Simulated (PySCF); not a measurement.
Isomers of CH11NOSi3. Computed with PySCF 2.14.0, PBE0-D3(BJ)/def2-SVP geometry optimisation, gas phase. Energies are electronic, without zero-point or thermal terms, for one conformer each. No frequencies were run at this level. Point groups hold within 0.08 Å.

Question: Order them by energy at this level, lowest first, and give relative energies in kJ/mol.
A. `[CH3:1][Si@:2]([NH2:3])([SiH3:4])[O:5][SiH3:6]` with C1–Si2–N3–H -167° and 37°, C1–Si2–O5–Si6 -120°
B. `[CH3:1][SiH2:2][Si@@H:3]([NH2:4])[O:5][SiH3:6]` with C1–Si2–Si3–N4 -52°, Si2–Si3–N4–H -168° and 44°, Si2–Si3–O5–Si6 -54°

Answer: A (0.0), B (12.7).

```csv
SMILES,E (Eh),E rel (kJ/mol),dipole (D),point group,"A, B, C (MHz)"
C[Si@](N)([SiH3])O[SiH3],-1042.33417,0.0,2.01,C1,"2221, 1125, 971.3"
C[SiH2][Si@@H](N)O[SiH3],-1042.32934,12.7,2.05,C1,"2020, 1219, 953.5"
```

Q: How do the relative energies change in single points at PBE0/pcSseg-1 (no added dispersion term) on the same geometries?

A: 
```tsv
SMILES	PBE0-D3(BJ)/def2-SVP (kJ/mol)	PBE0/pcSseg-1 (kJ/mol)	shift
C[Si@](N)([SiH3])O[SiH3]	0.0	0.0	0.0
C[SiH2][Si@@H](N)O[SiH3]	12.7	14.1	+1.4
```

Each column counts from its own lowest isomer. The order is unchanged; the largest shift is 1.4 kJ/mol.
